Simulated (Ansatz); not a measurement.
Relaxation of ClF₂GeH₃ (7 atoms, charge 0, multiplicity 1), to a largest force component of 0.03 eV/Å in at most 50 steps.

Computed with RHF/def2-SVP in Ansatz.

```xyz
7
Properties=species:S:1:pos:R:3:forces:R:3
Ge -0.465 0.000 -0.483 -0.55 0.00 -0.36
F 0.036 0.000 2.377 -0.11 0.00 0.84
F 1.107 0.000 0.180 0.12 0.00 0.04
H -0.552 1.298 -1.253 -0.02 0.09 -0.06
H -0.552 -1.298 -1.253 -0.02 -0.09 -0.06
Cl -2.287 0.000 0.759 0.32 0.00 -0.25
H -0.754 0.000 2.822 0.25 0.00 -0.15
```

**Question.** Where does it end, and by what steps?

**Answer.** The run converged. The force dipped under the threshold on the way, but the program's further checks kept it going. After 44 steps the energy has fallen by 0.579 eV; F3 moved furthest, 1.42 Å.

| step | energy less start (eV) | largest force component (eV/Å) | accepted |
| --- | --- | --- | --- |
| 0 | 0.0000 | 0.838 | yes |
| 2 | -0.2450 | 1.582 | yes |
| 4 | -0.3183 | 2.752 | yes |
| 6 | -0.3695 | 0.313 | yes |
| 8 | -0.3969 | 0.255 | yes |
| 10 | -0.4096 | 0.031 | yes |
| 12 | -0.4097 | 0.118 | yes |
| 14 | -0.4098 | 0.225 | yes |
| 16 | -0.4109 | 0.209 | yes |
| 18 | -0.4137 | 0.271 | yes |
| 20 | -0.4216 | 0.818 | yes |
| 22 | -0.4396 | 1.068 | yes |
| 24 | -0.5167 | 0.709 | yes |
| 26 | -0.5667 | 0.030 | yes |
| 28 | -0.5627 | 1.145 | no |
| 30 | -0.5738 | 0.303 | yes |
| 32 | -0.5761 | 0.008 | yes |
| 34 | -0.5773 | 0.104 | yes |
| 36 | -0.5778 | 0.078 | yes |
| 38 | -0.5782 | 0.034 | yes |
| 40 | -0.5784 | 0.049 | yes |
| 42 | -0.5785 | 0.095 | yes |
| 44 | -0.5786 | 0.018 | yes |

```xyz
7
Properties=species:S:1:pos:R:3
Ge -0.842 0.009 -0.694
F 0.809 -0.028 3.438
F -0.120 0.006 0.884
H -0.413 1.304 -1.353
H -0.423 -1.288 -1.355
Cl -2.955 0.012 -0.368
H 0.477 -0.016 2.594
```

Whether the end is a true minimum wasn't checked by a vibrational analysis.

The run took 43 s on 2 threads of Arm Neoverse V2, on a shared host, peak memory 0.19 GiB.
